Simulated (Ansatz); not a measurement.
`BCO` and `[BH2][GeH2][OH]` differ in one element.

Ansatz, PBE0-D4/def2-TZVP geometries, multiplicity 1. Each molecule was computed in one conformer, which needn't be the lowest.

Scalar relativity is left out up to krypton.

```
                                      property   `BCO`
zero-point energy (PBE0-D4/def2-TZVP) / kJ/mol   167.8
             LUMO energy (PBE/def2-TZVPP) / eV   -0.86
         HOMO energy (ωB97M-V/def2-TZVPP) / eV  -10.71
           HOMO energy (B3LYP/def2-TZVPP) / eV   -8.13
         HOMO–LUMO gap (B3LYP/def2-TZVPP) / eV    7.88
       HOMO–LUMO gap (ωB97M-V/def2-TZVPP) / eV   12.37
```

(1) Give the same properties after the change, and the shifts. (An estimate is asked.)

## Answers

(1) Computed: 
| property | `[BH2][GeH2][OH]` | shift |
| --- | --- | --- |
| zero-point energy (PBE0-D4/def2-TZVP) / kJ/mol | 128.5 | -39.3 |
| LUMO energy (PBE/def2-TZVPP) / eV | -3.52 | -2.66 |
| HOMO energy (ωB97M-V/def2-TZVPP) / eV | -10.54 | 0.17 |
| HOMO energy (B3LYP/def2-TZVPP) / eV | -8.00 | 0.13 |
| HOMO–LUMO gap (B3LYP/def2-TZVPP) / eV | 5.27 | -2.61 |
| HOMO–LUMO gap (ωB97M-V/def2-TZVPP) / eV | 10.00 | -2.37 |

With PBE0 the HOMO rises by 0.09 eV and the LUMO falls by 2.61 eV, so the gap narrows by about 2.70 eV. PBE moves the HOMO by 0.28 eV and ωB97M-V by 0.17 eV.

B3LYP here is the variant with VWN-RPA as its local correlation; programs differ in this.
